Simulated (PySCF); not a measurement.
**Computed vibrations of [Dy(BH4)3(H2O)]−**

[Dy(BH4)3(H2O)]− (singlet in the valence; each metal's 4f electrons, 10 of them, lie in its core potential, out of spins and levels). PySCF 2.14.0, RKS PBE0, Dy lcecp-0-SVP with ECP56, B def2-SVP, H def2-SVP, O def2-SVP; non-relativistic Hamiltonian with scalar-relativistic core potentials where named; density fitting; no spin-orbit coupling. Central differences of gradients.

```xyz
19

Dy    0.0906   -0.0906    0.1326
B     1.3943    1.9942    1.1938
H     1.9972    2.9360    1.6880
H     1.9769    0.9139    1.4370
H     1.3230    2.1053   -0.0497
H     0.2334    1.9155    1.6408
B    -1.9942   -1.3943    1.1938
H    -2.9360   -1.9972    1.6880
H    -1.9155   -0.2334    1.6408
H    -2.1053   -1.3230   -0.0497
H    -0.9139   -1.9769    1.4370
B     1.2390   -1.2390   -2.0291
H     1.7720   -1.7720   -2.9924
H     0.6459   -2.0767   -1.3228
H     0.3946   -0.3946   -2.4042
H     2.0767   -0.6459   -1.3228
O    -1.3705    1.3705   -1.4392
H    -0.7215    1.7995   -2.0122
H    -1.7995    0.7215   -2.0122
```

Run from Python with OMP_NUM_THREADS=4. Where DIIS fails, smearing, a level shift and second-order steps follow.
It took 7.8 min on 4 threads of Arm Neoverse V1, on a shared host.

**Question.** What are the harmonic wavenumbers and infrared intensities?

**Answer.** Modes are labelled in Cs; negative numbers are unstable modes, those under 60 cm⁻¹ near the noise; a finer grid moves soft modes by up to 10 cm⁻¹.
```csv
cm⁻¹,km/mol,symmetry
-139,–,a''
-83,–,a''
69,17.5,a'
86,17.5,a'
86,2.5,a''
97,24.7,a''
102,5.1,a'
110,87.2,a'
124,9.5,a''
214,13.2,a'
312,139.3,a'
321,179.4,a''
329,14.2,a'
367,0.5,a'
373,0.0,a''
395,2.2,a''
398,3.4,a'
403,2.1,a'
409,0.6,a''
468,376.4,a'
480,11.0,a''
1075,0.0,a''
1077,1.2,a'
1078,18.2,a''
1079,4.4,a''
1079,29.1,a'
1080,50.2,a'
1141,97.9,a'
1148,155.4,a''
1154,14.8,a'
1223,0.8,a''
1223,0.3,a'
1227,1.9,a'
1228,0.7,a''
1230,0.2,a''
1231,1.7,a'
1613,88.9,a'
2283,93.1,a''
2286,142.1,a'
2298,118.9,a'
2298,0.8,a''
2303,362.1,a'
2319,50.5,a''
2326,410.8,a'
2336,304.1,a'
2344,295.5,a''
2497,364.8,a'
2500,453.3,a''
2504,27.1,a'
3838,37.8,a'
3930,93.0,a''
```

**Question.** Is this a minimum?

**Answer.** No: 2 unstable; the lowest moves the atoms so:
```
Dy  -0.01 -0.01  0.00
B   -0.02  0.03 -0.04
H   -0.03  0.05 -0.06
H    0.00  0.05 -0.06
H   -0.05  0.03 -0.04
H   -0.01  0.01 -0.02
B    0.03 -0.02  0.04
H    0.05 -0.03  0.06
H    0.01 -0.01  0.02
H    0.03 -0.05  0.04
H    0.05  0.00  0.06
B   -0.01 -0.01  0.00
H   -0.01 -0.01  0.00
H    0.10 -0.03  0.06
H   -0.09 -0.09  0.00
H   -0.03  0.10 -0.06
O    0.04  0.04  0.00
H    0.08  0.53  0.41
H    0.53  0.08 -0.41
```

An lcecp potential fixes the number of 4f electrons, so in runs with it no electron can move into or out of that shell; real Dy(II) is rare or takes another configuration.
